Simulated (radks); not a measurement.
Q: The ytterbium ion Yb8+ is in [Kr] 4d10 4f9 5s2 5p5. All-electron calculation, scalar-relativistic Kohn-Sham, LDA (Slater exchange, Perdew-Wang correlation), spin-polarised, spherical densities, finite nucleus; Fermi nuclear charge, rms radius of each element as measured or else 0.836 A^(1/3) + 0.57 fm. Program: a radial shooting solver on a logarithmic mesh with Libxc functionals. Open shells are filled with parallel spins first. One electron is removed from 4d, 4f, 5s, 5p in turn, with full relaxation. Which removal costs least, and what does each cost?

A: 5p 155.70 eV; 4f 166.03 eV; 5s 191.14 eV; 4d 346.58 eV. The 5p electron leaves first.
